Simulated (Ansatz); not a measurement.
`[F][SnH]([Cl])[Cl]` + H• → `[F][Sn]([Cl])[Cl]`• + H₂  (hydrogen abstraction from the Sn–H bond)

Computed with Ansatz on PBE0-D4/def2-TZVP structures; ΔE is electronic, products minus reactants. CCSD(T)/CBS is the MP2 limit (def2-TZVPP, def2-QZVPP) plus CCSD(T) − MP2 in def2-TZVPP, frozen cores. This one scheme is used for every species, atoms too. Functionals use def2-TZVPP. HSE06 is defined as in plane-wave codes. No spin–orbit coupling; open shells (•) take unrestricted orbitals. Elements past krypton have def2 core potentials. For Sn outer-core shells are correlated without core-valence functions, so the limit isn't a true one: a few kJ/mol of doubt a bond, and 10 to 20 or more in all where bonds break to atoms.

```csv
level,ΔE (kJ/mol),difference from CCSD(T)/CBS
LDA (SPW92),-153.4,-15.2
PBE0-D4,-143.2,-5.0
HSE06-D4,-144.1,-5.9
ωB97X-V,-135.6,2.6
ωB97M-V,-145.5,-7.3
revPBE,-170.5,-32.3
PBE0,-144.3,-6.1
BHLYP,-149.8,-11.6
LC-ωPBE,-129.3,8.9
MP2/def2-SVP,-116.8,21.4
CCSD(T)/CBS,-138.2,0
```

Largest T1 diagnostic among the species: 0.016.

Leaving LDA and LC-ωPBE aside and taking each functional with its dispersion term where it has one, the values, not all of them listed here, spread over 51.6 kJ/mol, from BLYP-D4 to PBE-QIDH. LDA lies +6.7 kJ/mol from PBE without D4. At CCSD(T), def2-SVP lies +9.8 kJ/mol from the extrapolated value and def2-TZVPP +0.5 kJ/mol. From r2SCAN to r2SCAN0 (25 % exact exchange), in def2-TZVPP and without D4, ΔE moves by +9.2 kJ/mol.
